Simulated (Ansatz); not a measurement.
The lowest singlet and triplet of H3NSi (SMILES [N][SiH3]); geometries from B3LYP-D3(BJ)/def2-TZVP, each state relaxed from the structure named, with no frequency check, low spin by broken symmetry.
Singlet at the triplet's geometry (charge 0, multiplicity 1):
```xyz
5

N      1.31794    -0.00786    -0.14912
Si    -0.45915     0.00274     0.05195
H     -0.93343     1.40726     0.02313
H     -0.79510    -0.62430     1.35288
H     -1.06890    -0.76627    -1.05949
```

```
level                                         gap E(singlet) − E(triplet), vertical, at the triplet's geometry (kJ/mol)
--------------------------------------------  -------------------------------------------------------------------------
R-HF/cc-pV(Q+d)Z                                                                                                  256.6
U-HF/cc-pV(Q+d)Z (spin-contaminated)                                                                               72.8
R-PBE/def2-TZVPP                                                                                                  183.1
R-BHLYP/def2-TZVPP                                                                                                198.2
U-wB97X-V/def2-TZVPP (spin-contaminated)                                                                           51.4
R-B2PLYP/def2-TZVPP                                                                                               187.2
U-B2PLYP/def2-TZVPP (spin-contaminated)                                                                            53.7
R-MP2/cc-pV(D+d)Z                                                                                                 212.0
U-MP2/cc-pV(Q+d)Z (spin-contaminated)                                                                              71.9
R-SCS-MP2/cc-pV(T+d)Z                                                                                             178.2
R-SCS-MP2/cc-pV(Q+d)Z                                                                                             171.0
U-SCS-MP2/cc-pV(Q+d)Z (spin-contaminated)                                                                          56.9
R-CCSD/cc-pV(D+d)Z                                                                                                187.9
R-CCSD/cc-pV(Q+d)Z                                                                                                174.6
R-CCSD(T)/cc-pV(T+d)Z                                                                                             167.9
U-CCSD(T)/cc-pV(Q+d)Z (spin-contaminated)                                                                          43.2
SC-NEVPT2 on SA-CASSCF(2,2)/cc-pV(D+d)Z                                                                           155.7
SC-NEVPT2 on SA-CASSCF(2,2)/cc-pV(T+d)Z                                                                           142.6
FIC-NEVPT4(SD) on SA-CASSCF(2,2)/cc-pV(T+d)Z                                                                      142.9
FIC-MRCISD+Q on SA-CASSCF(2,2)/cc-pV(T+d)Z                                                                        140.7
```

The rows run from 43.2 (U-CCSD(T)/cc-pV(Q+d)Z (spin-contaminated)) to 256.6 kJ/mol (R-HF/cc-pV(Q+d)Z). In cc-pV(Q+d)Z (spin-contaminated) the value moves U-HF 72.8, U-MP2 71.9, U-CCSD(T) 43.2, a shift of -29.6 from U-HF to U-CCSD(T). The 3 R-functionals in def2-TZVPP without D3 or D4 span 15.1, from R-PBE to R-BHLYP.

A positive gap puts the triplet lower; no zero-point energy. R- takes a restricted singlet, here one determinant of a half-filled degenerate or near-degenerate pair, which mixes singlet states. U- takes an unrestricted singlet (broken symmetry where lower, unprojected). The triplet is unrestricted in single-reference levels. Active spaces average the two states.

Frozen-core correlation.

Doubts at one or more of the structures used: a restricted determinant that unrestricted orbitals would lower (R-HF/cc-pV(Q+d)Z, R-PBE/def2-TZVPP, R-BHLYP/def2-TZVPP, R-B2PLYP/def2-TZVPP, R-MP2/cc-pV(D+d)Z, R-SCS-MP2/cc-pV(T+d)Z, R-SCS-MP2/cc-pV(Q+d)Z, R-CCSD/cc-pV(D+d)Z, R-CCSD/cc-pV(Q+d)Z, R-CCSD(T)/cc-pV(T+d)Z); the program's own flag: other amplitudes (U-CCSD(T)/cc-pV(Q+d)Z (spin-contaminated)).

Programs: Ansatz (Gaussian basis) for Hartree–Fock, density functionals and correlated methods.

Ansatz is an electronic-structure program.
